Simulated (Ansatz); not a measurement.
```yaml
crystal:
  periodic: [false, false, false]
  atoms:
    - {symbol: Mo, position_ang: [0.105652, -0.031938, -0.294189]}
    - {symbol: O, position_ang: [-0.002494, 0.077998, 1.527446]}
    - {symbol: H, position_ang: [-0.577692, 0.208664, 2.295523]}
    - {symbol: F, position_ang: [-0.009772, -0.106054, -2.125717]}
    - {symbol: F, position_ang: [1.939114, -0.073273, -0.323371]}
    - {symbol: F, position_ang: [-1.742666, -0.003765, -0.323777]}
    - {symbol: F, position_ang: [0.177779, 1.799697, -0.468683]}
    - {symbol: F, position_ang: [0.110080, -1.871329, -0.287232]}
basis:
  gaussian: {orbitals: def2-TZVPP, final_grid: {core_spheres: 8, valence_spheres: 7, degree: 23}}
total_charge: 1
magnetization: {spin_polarized: true, initial_magnetization: 1}
hamiltonian: {xc: {name: HF}}
correlation: {method: mp2, frozen_orbitals: {Mo: 0}}
scf: {omitted_lower_state_checks: [starts]}
output: {forces: true}
```

```sh
$ ansatz run in.yaml --threads 4 --pin off --events-out ev --progress --plain --max-ram 4787MiB
```

Output, abridged:

```
Functional definition: HF
Error: "frozen_orbitals" has no count for O
```

In this input frozen orbitals are typed for one element alone, and the program wants a count for each (the count typed has to fit that element's core, too). The input was rejected before any iteration.
